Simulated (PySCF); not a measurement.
**Static response to an electric field**

Species: TMS-CH2F, C₄H₁₁FSi.
Structure used (GFN2-xTB), in Å, numbered top down from 1:
```xyz
17
C4H11FSi angstrom
C     -0.974    0.663   -1.512
Si     0.044    0.003   -0.043
C      1.133    1.377    0.702
C      1.087   -1.510   -0.551
C     -1.189   -0.589    1.322
F     -1.987    0.462    1.738
H     -0.329    1.071   -2.285
H     -1.577   -0.119   -1.965
H     -1.647    1.454   -1.193
H      1.745    1.005    1.519
H      0.523    2.187    1.091
H      1.803    1.798   -0.043
H      0.464   -2.327   -0.902
H      1.771   -1.254   -1.354
H      1.681   -1.884    0.277
H     -0.685   -0.958    2.219
H     -1.871   -1.367    0.970
```

Level: wB97X-D/def2-SVPD (PySCF), static field, nuclei fixed, core orbitals frozen in the response. The polarisability tensor in these axes (au):

```
x   75.83 -0.68  0.44
y   -0.68 76.68  0.48
z    0.44  0.48 75.52
```

Give the principal values, the mean and the anisotropy Δα = √{½[(α1 − α2)² + (α2 − α3)² + (α1 − α3)²]}.

Principal values 74.86, 76.08 and 77.09 au; mean 76.01 au = 11.26 Å³ = 12.53 × 10⁻⁴⁰ C²·m²/J; Δα = 1.93 au (3 % of the mean).

What is the dipole moment, and where does it point?

(1.34, -1.05, -0.93) D, 1.94 D in size, pointing from the negative to the positive side. Measured along this direction, the outermost atoms are F6 at the negative end and H14 at the positive end.

Traceless (Buckingham) quadrupole moment about the centre of nuclear charge: eigenvalues?

-6.55, 2.44, 4.11 D·Å. The values depend on the origin, since the dipole doesn't vanish. The electronic extent ⟨r²⟩ about the same centre is 874 bohr², a root-mean-square distance of 2.05 Å for the 58 electrons.

What would n − 1 = 2πNα be for an ideal gas of these molecules at 400 K and 1 atm, electronic part alone?

N = p/kT = 1.8347 × 10¹⁹ cm⁻³, so n − 1 = 2π × N × 11.26 × 10⁻²⁴ cm³ = 1298 × 10⁻⁶ at long wavelengths, for an ideal gas.

Find the Langevin capture rate constant for NO+ (29.998 u) meeting this molecule (106.061 u), k = 2.342 × 10⁻⁹ cm³/s × √(α in Å³ / reduced mass in u).

The reduced mass is 23.38 u, so k = 1.63 × 10⁻⁹ cm³/s. The formula leaves out the permanent dipole, which adds to the capture rate.

Form Σ f/ω² (atomic units) for the 8 lowest TDDFT singlets, given as eV and f, and set it beside the mean polarisability, which is this sum over all singlets: 7.87, 0.0322; 8.15, 0.0329; 8.52, 0.1173; 8.56, 0.0979; 8.96, 0.0124; 8.96, 0.0105; 9.08, 0.0002; 9.20, 0.0513.

They add up to 3.60 au, 4.7 % of the 76.01 au; the largest single term is 1.20 au, from the state at 8.52 eV. Terms in order: 0.38, 0.37, 1.20, 0.99, 0.11, 0.10, 0.00, 0.45 au. Higher excitations give the rest. The strengths listed sum to 0.355.

In a dilute gas of rigid molecules at 500 K, how does the orientational term μ²/3kT compare with the electronic polarisability?

In Gaussian units μ²/3kT = 18.21 Å³ against 11.26 Å³, a ratio of 1.62; the Debye molar polarisation (4π/3)N_A(α + μ²/3kT) is 74.4 cm³/mol, leaving out the vibrational part.

Isolated species at its GFN2-xTB geometry, gas phase.
